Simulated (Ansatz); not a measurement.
```yaml
crystal:
  periodic: [false, false, false]
  atoms:
    - {symbol: C, position_ang: [-0.490220, -1.057013, 1.728479]}
    - {symbol: O, position_ang: [0.435887, -0.472843, 0.844834]}
    - {symbol: W, position_ang: [0.509628, 0.895766, -0.410065]}
    - {symbol: N, position_ang: [0.286318, 0.204058, -2.201664]}
    - {symbol: O, position_ang: [2.048128, 1.619255, -0.330308]}
    - {symbol: S, position_ang: [-1.068459, 2.290291, -0.012673]}
    - {symbol: H, position_ang: [-1.284063, -0.347814, 1.978257]}
    - {symbol: H, position_ang: [-0.930782, -1.944287, 1.265642]}
    - {symbol: H, position_ang: [0.034381, -1.354373, 2.639162]}
    - {symbol: H, position_ang: [1.060716, 0.046328, -2.828913]}
    - {symbol: H, position_ang: [-0.601534, 0.120643, -2.672730]}
basis:
  gaussian: {orbitals: def2-TZVPD, final_grid: {core_spheres: 1, valence_spheres: 1, degree: 5}}
hamiltonian: {xc: {name: r2SCAN}}
```

```sh
$ ansatz run in.yaml --threads 2 --pin off --events-out ev --progress --plain --max-ram 20480MiB --backend cuda --devices 0, --max-vram 18GiB
```

It prints (some lines left out):

```
Functional definition: r2SCAN
1615 factors; their error is unknown
mean field evaluation 1: about -19348.2849 eV, gradient 1.1e2 eV
mean field evaluation 2: about -19138.4387 eV, gradient 3.1e2 eV
mean field evaluation 4: about -19365.2113 eV, gradient 4.7e1 eV
mean field evaluation 8: about -19369.1786 eV, gradient 2.3e0 eV
mean field evaluation 16: about -19350.0866 eV, gradient 3.4e0 eV
mean field evaluation 32: about -19350.1299 eV, gradient 1.1e-3 eV
mean field -19350.12985465 eV, -711.1041561692 hartree, gradient 7.6e-5 eV, S^2 0.000000; 0 other end points of the search recorded, 0 dependent functions left out
reference -19350.12995253 eV, -711.1041597663 hartree; 32, 32 occupied and 256, 256 virtual orbitals, 1615 factors
Total energy: -19350.12995253 eV, -711.1041597663 hartree
```

Q: What is wrong with this run?

A: The integration grid is far too coarse. The run converged. The result belongs to that input, not to the molecule as meant.
